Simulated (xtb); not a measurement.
OSn, charge -1, doublet, geometry from GFN2-xTB (such geometries of metal compounds can be far from the true shape) (a state made from the parent by changing its charge; the spin is typed, not shown lowest); GFN2-xTB run with xtb 6.7.1.

Input for xtb:
```
$ xtb mol.xyz --gfn 2 --chrg -1 --uhf 1 --json

# file mol.xyz
2

Sn    -0.00000000    -0.00000000    -0.26680008
O      0.00000000     0.00000000     1.66750052
```

It wrote (shortened):

```
   ID    Z sym.   atoms
    1   50 Sn     1
    2    8 O      2

           -------------------------------------------------
          |                Calculation Setup                |
           -------------------------------------------------

           -------------------------------------------------
          |                 G F N 2 - x T B                 |
           -------------------------------------------------

          ...................................................
          :                      SETUP                      :
          :.................................................:
          :  # basis functions                  14          :
          :  # atomic orbitals                  13          :
          :  # shells                            5          :
          :  # electrons                        11          :
          :  max. iterations                   250          :
          :  Hamiltonian                  GFN2-xTB          :
          :  restarted?                      false          :
          :  GBSA solvation                  false          :
          :  PC potential                    false          :
          :  electronic temp.          300.0000000     K    :
          :  accuracy                    1.0000000          :
          :  -> integral cutoff          0.2500000E+02      :
          :  -> integral neglect         0.1000000E-07      :
          :  -> SCF convergence          0.1000000E-05 Eh   :
          :  -> wf. convergence          0.1000000E-03 e    :
          :  Broyden damping             0.4000000          :
          :  net charge                         -1          :
          :  unpaired electrons                  1          :
          ...................................................

 iter      E             dE          RMSdq      gap      omega  full diag
   1     -6.2648283 -0.626483E+01  0.139E+01    0.00       0.0  T
   2     -6.2397501  0.250782E-01  0.175E+01    0.00       1.0  T
   3     -6.1978557  0.418944E-01  0.194E+01    0.00       1.0  T
   4     -5.4459456  0.751910E+00  0.189E+01    0.00       1.0  T
   5     -6.2890430 -0.843097E+00  0.103E+00    0.00       1.0  T
   6     -6.2908465 -0.180348E-02  0.526E-01    0.00       1.0  T
   7     -6.2911011 -0.254606E-03  0.297E-01    0.00       1.0  T
   8     -6.2912121 -0.110996E-03  0.208E-01    0.00       1.0  T
   9     -6.2912445 -0.324413E-04  0.114E-01    0.00       1.0  T
[...]
         :: total energy              -6.289099837907 Eh    ::
[...]
         6        0.5000            0.0460477               1.2530 (HOMO)
         7        0.5000            0.0460477               1.2530 (LUMO)
         8                          0.2092395               5.6937
         9                          0.2579914               7.0203
        10                          0.2579914               7.0203
        11                          0.3311392               9.0108
        12                          0.3311392               9.0108
        13                          0.5201908              14.1551
      -------------------------------------------------------------
                  HL-Gap            0.0000000 Eh            0.0000 eV
             Fermi-level            0.0129206 Eh            0.3516 eV

     #   Z          covCN         q      C6AA      α(0)
     1  50 Sn       0.774    -0.200   548.592    51.465
     2   8 O        0.774    -0.800    31.643     7.539

 Mol. C6AA /au·bohr⁶  :        820.359634
 Mol. C8AA /au·bohr⁸  :      81577.862983
 Mol. α(0) /au        :         59.004623

Wiberg/Mayer (AO) data.
largest (>0.10) Wiberg bond orders for each atom

 ---------------------------------------------------------------------------
     #   Z sym  total        # sym  WBO       # sym  WBO       # sym  WBO
 ---------------------------------------------------------------------------
     1  50 Sn   1.734 --     2 O    1.734
     2   8 O    1.734 --     1 Sn   1.734
 ---------------------------------------------------------------------------

Topologies differ in total number of bonds
Writing topology from bond orders to xtbtopo.mol

molecular dipole:
                 x           y           z       tot (Debye)
 q only:        0.000       0.000      -2.419
   full:       -0.000       0.000      -2.543       6.464
molecular quadrupole (traceless):
                xx          xy          yy          xz          yz          zz
 q only:        3.996       0.000       3.996       0.000       0.000      -7.992
  q+dip:        4.277       0.000       4.277      -0.000      -0.000      -8.555
   full:        5.260      -0.000       5.260       0.000       0.000     -10.520

           -------------------------------------------------
          | TOTAL ENERGY               -6.289099837907 Eh   |
          | GRADIENT NORM               0.000000530117 Eh/α |
          | HOMO-LUMO GAP               0.000000000000 eV   |
           -------------------------------------------------

normal termination of xtb
```
